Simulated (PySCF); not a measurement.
A structure optimised at PBE-D3(BJ)/def2-SVP, used in a PySCF frequency run:

```
C
C 1 1.3484
H 2 1.1021 1 121.75
H 2 1.1053 3 116.72 1 -179.57
C 1 1.5260 2 126.11 3 -174.41
H 5 1.1099 1 115.09 2 9.52
H 5 1.1141 6 107.97 1 124.18
Si 1 1.9121 2 129.74 3 -12.97
H 8 1.5047 1 117.40 2 -17.64
H 8 1.5085 9 109.26 1 -130.29
Si 5 1.9366 6 119.26 7 122.22
H 11 1.5049 5 111.43 6 37.01
H 11 1.5065 12 109.78 5 131.41
```

Problem. Write its SMILES and formula.

Solution. C=C1C[SiH2][SiH2]1, C3H8Si2

Problem. What are its rotational constants (standard atomic weights)?

Solution. 4.2980, 2.7576, 1.8963 GHz
